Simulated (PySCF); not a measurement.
## Pb⁺: excitation energy

Pb⁺ [Xe] 4f14 5d10 6s2 6p1 (2P) → Pb⁺ [Xe] 4f14 5d10 6s1 6p1 7s1 (4P), as a difference of total energies. Computed with PySCF 2.14 in aug-cc-pVQZ-PP with ECP60MDF (7s7p5d3f2g, 92 functions), with a scalar-relativistic core potential. Correlated levels: valence: 5s2 5p6 5d10 frozen. The calculations carry no spin-orbit coupling.

```csv
method,excitation energy (cm⁻¹)
UHF,106460
LDA,124120
PBE,120690
PBE0,118870
r2SCAN,120370
B97-3,121000
MN15,124190
M06,122640
MP2 (valence),111370
SCS-MP2 (valence),113290
```

The promoted electron is Rydberg-like, and one or two diffuse shells describe it only roughly, which tends to raise the upper state.
